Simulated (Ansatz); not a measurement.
HNaO (SMILES [OH][Na]) moved off its minimum; all values from Ansatz (an electronic-structure program), cores frozen in correlated methods.
(charge 0, multiplicity 1)
```xyz
3

Na    -0.0204    -0.0356    -0.9027
O     -0.0227     0.0115     1.0141
H      0.0353    -0.0160     1.9511
```

Question: Give the forces (eV/Å), the total energy and the dipole at CCSD(T)/def2-TZVPPD.

Answer: 
```json
[
 {"atom": "Na1", "Fx": "-0.008", "Fy": "-0.007", "Fz": "-0.594"},
 {"atom": "O2", "Fx": "-0.022", "Fy": "0.014", "Fz": "-0.187"},
 {"atom": "H3", "Fx": "0.030", "Fy": "-0.007", "Fz": "0.780"}
]
```
Energy -237.6194 hartree, dipole 6.74 D.
